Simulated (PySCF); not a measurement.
C4H4Cl2, SMILES C=CC=C(Cl)Cl.

Coordinates come from a B3LYP-D3(BJ)/def2-SVP optimisation. The values are those of a single conformer.

Level of theory: ωB97X/def2-TZVP (PySCF).

Symmetry labels are those of the subgroup Cs that the program uses (full group Cs).

**Question.** List the valence orbital energies around the gap with their symmetry. (Estimate from the structure and the level; the computed values follow.)

**Answer.** 
| orbital | symmetry | energy (eV) |
|---|---|---|
| HOMO−7 | A" | -14.46 |
| HOMO−6 | A' | -14.37 |
| HOMO−5 | A' | -13.02 |
| HOMO−4 | A' | -12.23 |
| HOMO−3 | A" | -12.03 |
| HOMO−2 | A" | -11.74 |
| HOMO−1 | A' | -11.51 |
| HOMO | A" | -8.97 |
| LUMO | A" | 0.57 |
| LUMO+1 | A' | 2.43 |
| LUMO+2 | A' | 3.19 |
| LUMO+3 | A" | 3.48 |
